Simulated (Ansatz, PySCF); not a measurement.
Process, species as SMILES: B[CH2] → B[CH2-] (an electron is taken up)
Geometries: B3LYP-D3(BJ)/def2-TZVP minima from Ansatz (an electronic-structure program), one conformer each, not searched for the lowest. Frequencies are from Ansatz.

Property: adiabatic electron affinity (0 K, with B3LYP-D3(BJ) harmonic zero-point energies), positive where the reaction releases energy, in eV. Valence correlation only, unless marked. Open shells are spin-unrestricted. No spin-orbit coupling. No relativistic terms. Anions need diffuse functions: aug- sets have them; def2-D sets add few; the other sets have none. CBS marks a two-point X^-3 extrapolation of the correlation energy; Hartree-Fock from the larger set. [CCSD(T)-MP2]/basis is that difference in the basis named.

```
level                                                                 program  adiabatic electron affinity (eV)  minus last row
-------------------------------------------------------------  --------------  --------------------------------  --------------
HF/def2-TZVPD                                                           PySCF                              0.26           -1.66
B97M-V/def2-TZVPD                                                      Ansatz                              1.85           -0.07
B3LYP/def2-TZVPD                                                       Ansatz                              1.84           -0.08
PBE0/def2-TZVPD                                                        Ansatz                              1.75           -0.17
CAM-B3LYP-D3(BJ)/def2-TZVPD                                    Ansatz + dftd3                              1.80           -0.12
B2GP-PLYP-D3(BJ)/def2-TZVPD                                    Ansatz + dftd3                              1.76           -0.16
MP2/def2-TZVPP                                                         Ansatz                              1.82           -0.10
SCS-MP2/def2-SVP                                                       Ansatz                              1.26           -0.66
RI-MP2/CBS(aug-cc-pVTZ,aug-cc-pVQZ)+[CCSD(T)-MP2]/aug-cc-pVDZ          Ansatz                              1.97            0.05
CCSD(T)/CBS(def2-TZVPPD,def2-QZVPPD)                                   Ansatz                              1.92            0.00
```
